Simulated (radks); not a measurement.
The numbers below are computed, except where a source is named.
Excited configurations of Ge2+: one electron is placed in a higher orbital outside [Ar] 3d10 4s1. The ground configuration is [Ar] 3d10 4s2. Level of theory: scalar-relativistic Kohn-Sham, r2SCAN, spin-polarised, spherical densities, finite nucleus; open shells are filled with parallel spins first; meta-GGA in the generalised Kohn-Sham scheme; Fermi nuclear charge, rms radius 4.0742 fm (a radial shooting solver on a logarithmic mesh with Libxc functionals). Excitation = E - E(ground); binding = E(ion) - E, where the ion is the core of charge +3; n* = 3/sqrt(2 binding) in atomic units, and the quantum defect is n - n*.

| outer orbital | excitation (eV) | binding (eV) | n* | quantum defect |
|---|---|---|---|---|
| 4p | 7.910 | 26.143 | 2.164 | 1.836 |
| 4d | 20.317 | 13.736 | 2.986 | 1.014 |
| 4f | 26.395 | 7.658 | 3.999 | 0.001 |
| 5s | 19.583 | 14.470 | 2.909 | 2.091 |
| 5p | 22.350 | 11.703 | 3.235 | 1.765 |
| 5f | 29.032 | 5.021 | 4.938 | 0.062 |
| 6s | 26.062 | 7.991 | 3.914 | 2.086 |
| 6p | 27.232 | 6.821 | 4.237 | 1.763 |
| 6f | 30.539 | 3.514 | 5.903 | 0.097 |
| 7p | 29.582 | 4.471 | 5.233 | 1.767 |
| 7f | 31.462 | 2.591 | 6.875 | 0.125 |

The Delta-SCF ionisation energy is 34.053 eV (NIST Atomic Spectra Database: 34.058 eV, measured). Self-interaction in the functional shifts the binding energies and quantum defects, so they are the method's values and not measured ones.
